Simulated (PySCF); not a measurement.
**Two-component Hartree-Fock for Mn³⁺ (manganese, charge +3)**

Start: [Ar] 3d4; 3d3/2 filled at m_j = -3/2, -1/2, +1/2, +3/2. Calculated with PySCF 2.14 in x2c-TZVPall-2c (6s7p4d1f, 54 functions): generalised Hartree-Fock with the X2C-1e Hamiltonian and a Gaussian nucleus; one run each with spin-orbit coupling (SO) switched off, then screened by Boettger's factors.

| spinor shell | electrons | ε, spin-free (eV) | ε, screened SO (eV) | weight of nominal j (screened SO) | rms radius, screened SO (bohr) |
| --- | --- | --- | --- | --- | --- |
| 1s1/2 | 2 | -6635.9 | -6635.8 | 1.000 | 0.0703 |
| 2s1/2 | 2 | -841.39 | -841.36 | 1.000 | 0.302 |
| 2p1/2 | 2 | -714.97 | -722.68 | 0.977 | 0.272 |
| 2p3/2 | 4 | -714.97 | -711.16 | 0.988 | 0.274 |
| 3s1/2 | 2 | -141.97 | -141.96 | 1.000 | 0.906 |
| 3p1/2 | 2 | -103.76 | -105.51 | 0.655 | 0.962 |
| 3p3/2 | 4 | -103.76 | -102.89 | 0.827 | 0.968 |
| 3d3/2 | 4 | -52.947 | -52.955 | 0.513 | 1.13 |

| quantity | spin-free | screened SO |
| --- | --- | --- |
| E (hartree) | -1155.40602 | -1155.42326 |
| M_J | 0 | 0 |
| ⟨J²⟩ | 4.004 | 3.923 |
| ⟨L²⟩ | 6.003 | 6.001 |
| ⟨S²⟩ | 6.001 | 5.998 |

The determinant has a definite M_J but mixes levels of different J.

Each row is a mean over spinors that exchange with the open shell spreads, by up to 14.272 eV (3p3/2).

Rows whose weight is well below 1 are mixtures of j = l ± 1/2: exchange outweighs spin-orbit coupling there, and the label is only the starting occupation.

Without spin-orbit coupling the j labels of p, d and f shells carry no meaning; the spin-free column gives the mean over the occupied spinors of each nl shell, and its ⟨J²⟩ belongs to a mixture of degenerate components.
